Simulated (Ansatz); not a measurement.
(ClInS)4 cubane (In4S4Cl4), relaxed as a singlet with RKS r2SCAN-D4/def2-SVP in Ansatz, starting from the GFN2-xTB geometry. Force threshold 0.03 eV/Å.

In the def2 sets In takes a core potential; there is no spin–orbit coupling.

Start:

```csv
atom,x (Å),y (Å),z (Å)
In1,-1.2293,0.4931,-1.6713
Cl2,-2.5047,0.9676,-3.4733
S3,-0.0188,2.3432,-0.3071
In4,1.9848,0.6857,-0.3532
Cl5,4.0931,1.4044,-0.7156
S6,0.8540,-1.0356,-1.9325
In7,0.0082,-2.1021,0.2782
Cl8,0.0261,-4.3410,0.5606
S9,-2.2028,-0.7452,0.3932
In10,-0.7740,0.9471,1.7503
Cl11,-1.5914,1.9178,3.6192
S12,1.3546,-0.5351,1.8515
```

(1) Estimate the energy that the relaxation releases and the steps that it takes.

(2) Does the start keep its bonding and symmetry?

(3) Predict the relaxed structure.

## Answers

(1) 0.24 eV, in 4 steps; 11 s on 2 threads of AMD EPYC 7R13 on a shared host and a share (18 GiB) of an NVIDIA H100 80GB HBM3. No frequencies were taken in this run, so the end may be a saddle point.

(2) By distances, no bond broke or formed. The bond that changes most is In4–Cl5, from 2.26 to 2.33 Å (atoms count from 1). Point group Cs at the start, Td at the end, both within 0.05 Å.

(3) 
```xyz
12

In   -1.201    0.478   -1.643
Cl   -2.539    1.010   -3.479
S    -0.017    2.313   -0.304
In    1.950    0.672   -0.343
Cl    4.125    1.425   -0.725
S     0.852   -1.030   -1.913
In    0.014   -2.073    0.273
Cl    0.027   -4.386    0.576
S    -2.177   -0.749    0.383
In   -0.763    0.923    1.714
Cl   -1.613    1.952    3.628
S     1.341   -0.535    1.833
```
Bond lengths (bridged metal pairs left out): 12 × In–S 2.56 Å; 4 × Cl–In 2.33 Å.
